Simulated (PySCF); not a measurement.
**How methods differ on the ionisation energy of Kr⁺**

Kr⁺ [Ar] 3d10 4s2 4p5 (2P) → Kr²⁺ [Ar] 3d10 4s2 4p4 (3P), as a difference of total energies. Computed with PySCF 2.14 in cc-pVTZ-PP with ECP10MDF, with scalar relativity through the core potential. Correlated levels: valence: 3s2 3p6 3d10 frozen. The calculations carry no spin-orbit coupling.

| method | ionisation energy (eV) |
| --- | --- |
| UHF | 23.269 |
| M06-2X | 24.139 |
| TPSS | 24.336 |
| MP2 (valence) | 24.089 |
| SCS-MP2 (valence) | 24.086 |
| CCSD (valence) | 24.092 |
| CCSD(T) (valence) | 24.120 |

Task: How much does correlation contribute at CCSD(T) (valence)?

Result: 24.120 − (23.269) = 0.851 eV, measured against UHF.

The reference lies between the lowest fine-structure levels, while these numbers refer to the centres of the terms.

Errors of the correlated levels include the incompleteness of this basis and the frozen core.

For comparison: 24.360 eV (measured; NIST Atomic Spectra Database, ionization energies).
